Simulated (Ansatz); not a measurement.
Ansatz results at the PBE0-D4/def2-TZVP geometry: HOMO–LUMO gap (PBE0/def2-TZVPP) 8.68 eV; LUMO energy (B3LYP/def2-TZVPP) -0.42 eV; HOMO energy (ωB97M-V/def2-TZVPP) -11.16 eV.

Each molecule was computed in one conformer, which needn't be the lowest.

Question: Which molecule gave them?
A. `CBN(C)C`
B. `FC(F)(F)COB(Cl)Cl`
C. `COB(F)S`
D. `COB(Cl)Cl`

Answer: D. The others give `CBN(C)C`: 7.85, 0.46, -9.46; `FC(F)(F)COB(Cl)Cl`: 8.59, -0.84, -11.50; `COB(F)S`: 8.28, 0.27, -9.87.

B3LYP here is the variant with VWN-RPA as its local correlation; programs differ in this.
